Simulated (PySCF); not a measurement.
## Se⁺ (selenium, charge +1) across methods

[Ar] 3d10 4s1 4p3 5s1, high-spin 6S determinant (an excited configuration). All numbers are calculated (PySCF 2.14, a scalar-relativistic core potential, in aug-cc-pVQZ-PP with one added diffuse shell each of s, p, d, f, g type with ECP10MDF (8s7p6d4f3g, 114 functions)).

| method | E (hartree) | mean ε 4s α (eV) | mean ε 4p α (eV) | mean ε 5s α (eV) | Σ⟨r²⟩ (bohr²) | ⟨S²⟩ |
| --- | --- | --- | --- | --- | --- | --- |
| wB97X-V | -371.9862 | -38.799 | -25.088 | -9.405 | 47.43 | 8.751 |
| PBE0 | -372.0032 | -36.116 | -22.789 | -8.063 | 47.05 | 8.751 |
| TPSSh | -371.9467 | -34.734 | -21.950 | -7.670 | 47.07 | 8.751 |
| LDA | -371.4542 | -33.562 | -21.221 | -7.783 | 46.28 | 8.751 |
| r2SCAN | -371.9134 | -34.778 | -21.914 | -7.603 | 47.15 | 8.751 |
| PBE | -372.0209 | -33.456 | -21.196 | -7.576 | 46.81 | 8.751 |
| UHF | -370.88909 | -43.378 | -26.986 | -9.222 | 48.49 | 8.751 |

Problem. Estimate the same row for HSE06.

Solution. E (hartree) = -371.9943; mean ε 4s α (eV) = -35.638; mean ε 4p α (eV) = -22.337; mean ε 5s α (eV) = -7.765; Σ⟨r²⟩ (bohr²) = 46.96; ⟨S²⟩ = 8.751.

Energies and moments cover only the electrons outside the core potential. The outer electron is Rydberg-like, and this basis confines it to a smaller radius and binds it less than a complete one would.
